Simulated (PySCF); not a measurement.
An unknown is described by computed data only.

Elements present: C, H, O, S and Si. Monoisotopic mass: 136.0014 u.

- Rotational structure: rotational constants A, B, C: 5.655, 0.791, 0.706 GHz [PBE0-D3(BJ)/def2-SVP]
- 1H NMR: chemical shifts (computed TMS as zero) by class: 5.41 (2 H), 2.08 (3 H), 1.79 (3 H) ppm [GIAO PBE0/pcSseg-1]
- 13C NMR: chemical shifts (computed TMS as zero) by class: 177.8 (1 C), 22.2 (1 C), 9.6 (1 C) ppm [GIAO PBE0/pcSseg-1]
- UV, first state: lowest singlet excitation: 5.34 eV (232 nm, f = 0.001) [TDDFT PBE0/def2-SVPD]
- Triplet: lowest triplet excitation (Tamm–Dancoff): 5.02 eV [TDA PBE0/def2-SVPD]
- NMR, other nuclei: isotropic shieldings of nuclei other than C and H, by class: -135 (1 O), 120 (1 O), 353 (1 Si), 708 (1 S) ppm [GIAO PBE0/pcSseg-1]
- Dipole: 0.90 D [PBE0/def2-SVPD]
- Valence photoelectron: vertical ionisation energy: 9.14 eV [ΔSCF PBE0/def2-SVPD]
- Polarisability: 91.1 au [PBE0/def2-SVPD]

The electronic properties come from PySCF, for the isolated species, density fitting. Levels stand in brackets. The structure is a single PBE0-D3(BJ)/def2-SVP conformer in the gas phase; no vibrational or solvent corrections. Each NMR value is the plain mean over a class of atoms that symmetry, rotation or inversion makes alike.

Task: Which formula fits the mass and the elements?

Result: C3H8O2SSi (calculated 136.0014). No other formula that holds each of these elements comes within 0.0003 u with a fitting electron parity and a possible valence count.

Task: Propose a structure and show how it fits.

Result: Numbering: `[CH3:1][S:2][SiH2:3][O:4][C:5]([CH3:6])=[O:7]`. Its formula, C3H8O2SSi, gives 1 degree of unsaturation: 0 rings and 1 π bond in the structure found. 3 carbons fall into 3 classes; from least to most shielded: carbonyl carbon [C5] (177.8 ppm), methyl carbon next to a carbonyl [C6] (22.2 ppm), S-methyl carbon [C1] (9.6 ppm). Hydrogen classes from least to most shielded: 2 H on an oxygen-bound silicon, Si3 (5.41 ppm), 3 H on a methyl carbon next to a carbonyl, C6 (2.08 ppm), 3 H on an S-methyl carbon, C1 (1.79 ppm). The other shieldings belong to: -135 ppm, carbonyl oxygen [O7]; 120 ppm, oxygen singly bound to a carbonyl carbon [O4]; 353 ppm, oxygen-bound silicon [Si3]; 708 ppm, sulfur bonded to C and Si [S2]. The first electron is taken from the HOMO, whose largest Löwdin shares are 0.70 on the sulfur bonded to C and Si, 0.10 on the S-methyl carbon and 0.10 on the oxygen-bound silicon. By its constants the optimised geometry is an asymmetric top. Structure: `CS[SiH2]OC(C)=O`. Computed isomers that give other values at the same levels: `COC(=O)[SiH2]SC` (13C chemical shifts (computed TMS as zero) by class: 186.7 (1 C), 51.1 (1 C), 13.3 (1 C) ppm). The assignments are read from this structure; whether some other isomer fits the data as well wasn't checked.

The values belong to the conformer `[CH3:1][S:2][SiH2:3][O:4][C:5]([CH3:6])=[O:7]`: C1–S2–Si3–O4 177°, S2–Si3–O4–C5 -179°, Si3–O4–C5–C6 180°.
